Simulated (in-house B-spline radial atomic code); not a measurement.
The numbers below are computed, except where a source is named.
Ca in an electron gas of r_s = 1.8: phase shifts, screening and friction

A nucleus sits in a uniform electron gas with a rigid positive background. The Kohn-Sham equations are solved self-consistently in the spin-unpolarised LDA (PW92), non-relativistic, on B-splines with outgoing waves at the boundary and partial waves to l = 8. The model has no lattice, no bands and no magnetic solution. Atomic units; δ_l are the phase shifts at the Fermi level, counted so that each bound state adds π, and good to about 0.0005.

The density parameter is r_s = 1.8 bohr.

| l | δ_l (rad) |
| --- | --- |
| 0 | 8.1194 |
| 1 | 5.6719 |
| 2 | 1.1500 |
| 3 | 0.0551 |
| 4 | 0.0114 |
| 5 | 0.0026 |
| 6 | 0.0004 |
| 7 | 0.0000 |
| 8 | -0.0001 |

Bound levels below the band bottom (hartree): s -143.1, s -14.18, p -11.42, s -0.9626, p -0.3205.

**Question.** Check the Friedel sum rule, and say where the screening charge sits.

**Answer.** k_F = (9π/4)^(1/3)/r_s = 1.06620. The rule is Z = (2/π) Σ (2l + 1) δ_l. The terms are s 5.169, p 10.833, d 3.661, f 0.246 and 0.086 beyond, in all 19.993 against Z = 20. Bound states hold 6 s, 12 p, 0 d electrons, so the scattering states carry 1.99 in all; where a term is smaller than its bound count, the bound level has drawn weight out of the band.

**Question.** Find the transport cross section and the electronic stopping of a 1 keV Ca ion (mass 40.08 u).

**Answer.** σ_tr = (4π/k_F²) Σ (l + 1) sin²(δ_l − δ_(l+1)). The terms for l = 0 to 3 are 0.4092, 1.9283, 2.3703, 0.0076, all together 4.7159, so σ_tr = 11.054 × 4.7159 = 52.131 bohr². With n = 3/(4π r_s³) = 0.04093, the friction coefficient is Q = n k_F σ_tr = 2.2752. For v well below v_F = 1.066, dE/dx = Q v; with 24801 eV per u at v = 1, v = √(1000/(24801 × 40.08)) = 0.0317, so dE/dx = 0.07217 hartree/bohr = 37.1 eV/nm. The largest term couples the d and f waves.
